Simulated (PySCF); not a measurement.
Delta-SCF ions had no search for a lower state. Excitations are Tamm–Dancoff values on a coarser integration grid. The basis has no diffuse functions, so Rydberg states are missing or too high.

Cartesian coordinates (Å):
```xyz
11

B      1.7619     0.6463    -0.2545
B      0.8230    -0.7235    -0.3743
N     -0.5622    -0.8087    -0.4518
C     -1.5085     0.2944    -0.4445
H      2.2141     1.1994    -1.2152
H      2.1123     1.0916     0.8001
H      1.4213    -1.7704    -0.3963
H     -1.0007    -1.7145    -0.5207
H     -2.1084     0.3153    -1.3584
H     -0.9634     1.2355    -0.3767
H     -2.1895     0.2347     0.4090
```
Charge 0, multiplicity 1.

**Question.** Estimate the HOMO–LUMO gap, vertical ionisation energy (Delta-SCF), S1–T1 gap (TDA), total energy, S1 excitation (TDA), HOMO, LUMO and T1 excitation (TDA) that ωB97X-D3(BJ)/def2-TZVP // B3LYP-D3(BJ)/def2-TZVP run with PySCF returns for this input.

**Answer.** 
The HOMO–LUMO gap is 10.88 eV and the vertical ionisation energy (Delta-SCF) comes out as 10.07 eV. The S1–T1 gap (TDA) is 0.72 eV, the total energy comes out as -146.9000 Ha and the S1 excitation (TDA) is 4.81 eV. The HOMO is -10.22 eV and the LUMO is 0.66 eV. The T1 excitation (TDA) is 4.08 eV.
